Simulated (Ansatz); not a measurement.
H2AlO, SMILES `[OH][AlH-]` (lower singlet; H–O–Al–H torsion 0°) (charge -1, multiplicity 1). This singlet lies 1.09 eV below the relaxed triplet at the level composite: frozen-core CCSD(T) with HF/aug-cc-pVQZ and the correlation energy extrapolated as X^-3 from aug-cc-pVTZ and aug-cc-pVQZ, plus CCSDT(Q) minus CCSD(T) in aug-cc-pVDZ // B3LYP-D3(BJ)/def2-TZVPD (Ansatz, a quantum-chemistry and plane-wave program).

Cartesian coordinates (Å):
```xyz
4

O     -1.0249     0.3420     0.0415
Al     0.6803     0.9196    -0.0190
H     -1.0916    -0.6174     0.0335
H      1.4362    -0.6442    -0.0560
```
Charge -1, spin multiplicity 1.

Frozen-core energies in aug-cc-pVTZ from Ansatz at a geometry from B3LYP-D3(BJ)/def2-TZVPD; the HF reference has <S^2> = 0.00 (restricted, and unstable towards unrestricted orbitals) and the T1 diagnostic is 0.018.

```json
[
 {"level": "HF", "energy (Ha)": "-318.00360", "difference from CCSDT(Q) (mHa)": "378.49"},
 {"level": "MP2", "energy (Ha)": "-318.35078", "difference from CCSDT(Q) (mHa)": "31.31"},
 {"level": "CCSD", "energy (Ha)": "-318.36689", "difference from CCSDT(Q) (mHa)": "15.19"},
 {"level": "CCSD(T)", "energy (Ha)": "-318.38085", "difference from CCSDT(Q) (mHa)": "1.24"},
 {"level": "CCSDT", "energy (Ha)": "-318.38130", "difference from CCSDT(Q) (mHa)": "0.79"},
 {"level": "CCSDT(Q)", "energy (Ha)": "-318.38209", "difference from CCSDT(Q) (mHa)": "0.00"}
]
```
